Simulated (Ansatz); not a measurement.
Species: CH$_{2}$OS, SMILES `O=CS` (O–C–S–H torsion 0°) (charge 0, multiplicity 1), formula CH₂OS.

### Question
How many basis functions does frozen-core CCSD(T)/cc-pVTZ // PBE0-D3(BJ)/def2-TZVP run with Ansatz (an electronic-structure program) use, how many core orbitals are frozen, and how many electrons are correlated?

### Answer
122 basis functions and 7 frozen orbitals, which leaves 18 correlated electrons. Core time is of the order of seconds.
